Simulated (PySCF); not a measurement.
Energy of W(2+) (tungsten, charge +2) between two integer charges

The 5d alpha orbital of [Xe] 4f14 5d4 is emptied in steps (occupation f), with all orbitals relaxed, ending at [Xe] 4f14 5d3. All numbers are calculated (PySCF 2.14, a scalar-relativistic core potential, in def2-SVP with the def2 core potential (60 electrons) (6s3p2d1f, 32 functions)). The exact energy is a straight line in f; departures are measured from the line between the end points of the same method.

| f | PBE0 (eV) | r2SCAN (eV) | LC-wPBE (eV) |
| --- | --- | --- | --- |
| 1 | 0.000 | 0.000 | 0.000 |
| 0.8 | -0.640 | -0.827 | -0.180 |
| 0.6 | -0.964 | -1.242 | -0.272 |
| 0.4 | -0.966 | -1.244 | -0.273 |
| 0.2 | -0.645 | -0.830 | -0.181 |
| 0 | 0.000 | 0.000 | 0.000 |

Question: For LC-wPBE, how does the orbital energy at f = 1 compare with the removal energy?

Answer: −ε = 24.747 eV against a total-energy difference of 25.859 eV. By Janak's theorem ε = ∂E/∂f, so the gap between them reflects the curvature. Along the path −ε is 25.174 (f = 0.8), 25.626 (f = 0.6), 26.086 (f = 0.4), 26.541 (f = 0.2) eV.

| method | E(f=0) − E(f=1) (eV) | −ε at f=1 (eV) | −ε at f=0.4 (eV) |
| --- | --- | --- | --- |
| PBE0 | 25.963 | 21.987 | 26.757 |
| r2SCAN | 25.852 | 20.697 | 26.880 |
| LC-wPBE | 25.859 | 24.747 | 26.086 |

Reference removal energy between the ground levels: 26 ± 0.4 eV (semi-empirical (NIST evaluation); NIST Atomic Spectra Database, ionization energies). The calculation has no spin-orbit coupling. The determinant left behind need not be the lowest term of the ion.
